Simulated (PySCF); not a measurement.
**C₅H₁₂Si₃: full NMR table**

* Formula: C5H12Si3
* SMILES: C#CC1[SiH2]C[SiH2]C[SiH2]1
* Point group of the computed structure: Cs
* Degrees of unsaturation: 3
* Carbon signals: 4
* Proton signals: 8

Bonds (- single, = double, # triple, : aromatic): C1#C2, C2-C3, C3-Si4, Si4-C5, C5-Si6, Si6-C7, C7-Si8, Si8-C3. C1 carries H9; C3 carries H10; Si4 carries H11, H12; C5 carries H13, H14; Si6 carries H15, H16; C7 carries H17, H18; Si8 carries H19, H20. H11, H13, H16, H17, H19 are cis to C2 on the ring; H12, H14, H15, H18, H20 are trans to C2 on the ring.

- NMR shieldings at PBE0/pcSseg-1/GIAO
- structure optimised with GFN2-xTB
- run in PySCF 2.14
- no solvent, averaged over atoms made equivalent by symmetry, fast rotation or ring inversion, one computed conformer, no relativistic terms

Chemical shifts δ = σref − σ; 1H (31.72 ppm), 13C (186.93 ppm), 29Si (349.16 ppm) against TMS, all at this level.

| carbon | δC, type | δH (multiplicity) | HMBC from (2–3 bonds) | span of the C tensor (ppm) |
| --- | --- | --- | --- | --- |
| C1 | 72.7, CH | 1.38 (m) | H10 | 218 |
| C2 | 88.6, C | – | H11/H19, H12/H20, H10, H9 | 299 |
| C3 | -1.7, CH | 1.39 (m) | H11/H19, H12/H20, H9, H13/H17, H14/H18 | 32 |
| C5/C7 | -11.3, CH2 | H13 0.43 (m); H14 -0.34 (m) | H16, H11/H19, H12/H20, H15, H10, H13/H17, H14/H18 | 20 |

Other nuclei:
```
  atoms  nucleus                                                environment  δ (ppm)  σ (ppm)
    H16       1H  hydrogen on a silicon bonded to 2 C, in a 6-membered ring     4.73    26.98
H11/H19       1H  hydrogen on a silicon bonded to 2 C, in a 6-membered ring     4.70    27.01
H12/H20       1H  hydrogen on a silicon bonded to 2 C, in a 6-membered ring     4.46    27.25
    H15       1H  hydrogen on a silicon bonded to 2 C, in a 6-membered ring     4.37    27.34
Si4/Si8     29Si           silicon bonded to 2 C, 2 H, in a 6-membered ring    -37.2    386.3
    Si6     29Si           silicon bonded to 2 C, 2 H, in a 6-membered ring    -43.0    392.1
```

Carbon types of the structure: 1 × C, 2 × CH, 2 × CH2, leaving 6 H on heteroatoms. δC 88.6: alkyne carbon; sp carbons lie upfield of alkene carbons because the cylindrical π system leaves one tensor component strongly shielded. δC 72.7: terminal alkyne carbon; sp carbons lie upfield of alkene carbons because the cylindrical π system leaves one tensor component strongly shielded. δC -1.7: propargylic sp3 CH bonded to 2 Si; an electropositive neighbour leaves it electron-rich and shielded. δC -11.3: sp3 CH2 bonded to 2 Si; an electropositive neighbour leaves it electron-rich and shielded. δH 0.43, -0.34: hydrogen on an sp3 CH2 bonded to 2 Si; an electropositive neighbour shields it, as in TMS itself.

Shifts are as computed. Against solution values, carbons near 30 ppm lie about +3 ppm off and those near 130 ppm about +5 ppm. Of 1309 compounds with measured shifts, 239 miss one by over three times the rms of a fit or turn the order of signals round; such compounds aren't used in these exercises. No couplings were computed; multiplicities are counted from neighbouring protons, with m where these are inequivalent, close in shift, in a saturated or five-membered ring or joined by F or P, and br s for small geminal =CH2 splittings.
